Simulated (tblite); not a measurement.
Species: C4H12N2Si.
Geometry (GFN2-xTB, Å), atoms numbered from 1 in this order:
```
atom  x, y, z in Å
Si1    2.9268    0.1797    0.1133
N2     1.4613   -0.6858   -0.1424
N3     0.2792    0.0267   -0.3690
C4    -0.6224   -0.6649   -1.2781
C5    -1.9478    0.0808   -1.1207
C6    -1.8705    0.7171    0.2822
C7    -0.5107    0.2804    0.8266
H8     3.9369   -0.8771    0.1661
H9     3.0578    1.0748   -1.0302
H10    2.9884    0.9644    1.3582
H11    1.3073   -1.5831    0.3210
H12   -0.7312   -1.7259   -0.9891
H13   -0.2194   -0.6233   -2.2904
H14   -2.0407    0.8522   -1.8829
H15   -2.7954   -0.5961   -1.2161
H16   -1.9181    1.8024    0.2115
H17   -2.6802    0.3822    0.9287
H18   -0.0226    1.0434    1.4348
H19   -0.6086   -0.6387    1.4344
```

Method: GFN2-xTB as coded in tblite; computed harmonic values from a numerical Hessian at the method's own geometry, unscaled. The method is semi-empirical: single wavenumbers can be off by several per cent or more. Modes of hydrogen on silicon can be 10 to 20 % off. One conformer, not necessarily the lowest. The optimisation stopped once no atom felt more than 0.01 eV/Å.

Lowest wavenumbers of the output (negative numbers stand for imaginary wavenumbers):
```
mode    cm-1
  1     -25.9
  2      64.3
  3     102.8
  4     117.4
  5     204.7
  6     352.2
  7     382.3
  8     502.5
  9     556.9
 10     580.8
```

**Question.** Is this structure a minimum?

**Answer.** Not by this Hessian. 1 mode is imaginary beyond 20i (26i cm⁻¹), so at this level the point lies at or near a first-order saddle. The curvature is small, so loose convergence or finite differences may be the whole cause.

**Question.** Which atoms move in the imaginary mode?

**Answer.** 26i: C5 (ring CH2 carbon) 17 %, C6 (ring CH2 carbon) 14 %, H14 (methylene hydrogen) 12 %, H15 (methylene hydrogen) 12 %. These are shares of the mass-weighted motion.

**Question.** What is the remedy?

**Answer.** Step along that mode in both directions, optimise again with tighter thresholds and repeat the frequencies. The zero-point energy of this point (97.8 kcal/mol) counts the 50 real modes alone, and thermal corrections from it aren't those of a minimum.
